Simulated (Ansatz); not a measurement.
Geometry optimisation, Ansatz 0.2.0, RKS PBE0-D4/def2-SVP.

The input (input.yaml):

```yaml
crystal:
  periodic: [false, false, false]
  atoms:
    - { symbol: S, position_ang: [-1.5258, -1.4359, -0.8884] }
    - { symbol: B, position_ang: [-0.1289, -0.2323, -0.6019] }
    - { symbol: Sb, position_ang: [0.6994, -0.0193, 1.4374] }
    - { symbol: H, position_ang: [-2.4345, -0.3641, -0.6308] }
    - { symbol: H, position_ang: [0.326, 0.3907, -1.5128] }
    - { symbol: H, position_ang: [0.7261, 1.7506, 1.3202] }
    - { symbol: H, position_ang: [2.399, -0.1577, 0.8307] }
basis:
  gaussian: { orbitals: def2-SVP }
hamiltonian:
  xc: pbe0
  dispersion: d4
relax:
  f_tol: 0.015
  max_steps: 40
```

Run as:

```bash
$ ansatz run input.yaml --threads 1 --pin off --max-ram 2048MiB --backend cpu --events-out ev --progress --plain --runs-dir out
```

Problem. Where does it end, and by what steps?

Solution. It converged. After 28 steps the energy has fallen by 1.244 eV; S1 moved furthest, 1.48 Å.

```csv
step,energy less start (eV),largest force component (eV/Å),accepted
0,0.0000,1.283,yes
1,-0.0889,1.128,yes
2,-0.1655,0.257,yes
3,-0.1862,0.203,yes
4,-0.2876,1.206,yes
5,-0.4413,2.079,yes
6,-0.7141,1.476,yes
7,-0.9543,0.818,yes
8,-1.0879,0.409,yes
9,-1.1372,0.300,yes
10,-1.1426,0.097,yes
11,-1.1434,0.030,yes
12,-1.1460,0.026,yes
13,-1.1470,0.103,yes
14,-1.1480,0.224,yes
15,-1.1514,0.212,yes
16,-1.1568,0.221,yes
17,-1.1621,0.311,yes
18,-1.1707,0.292,yes
19,-1.1845,0.535,yes
20,-1.1980,0.444,yes
21,-1.2267,0.257,yes
22,-1.2418,0.089,yes
23,-1.2270,0.288,no
24,-1.2434,0.032,yes
25,-1.2430,0.033,no
26,-1.2436,0.025,yes
27,-1.2436,0.020,no
28,-1.2436,0.002,yes
```

```xyz
7
Properties=species:S:1:pos:R:3
S -1.838 -0.133 -0.250
B -0.104 -0.404 -0.481
Sb 1.304 -0.212 1.250
H -2.288 -0.476 -1.481
H 0.318 -0.779 -1.546
H 0.398 1.005 2.047
H 2.271 0.931 0.415
```

Run time: 110 s on 1 thread of Arm Neoverse V1 (shared host), peak memory 0.16 GiB.
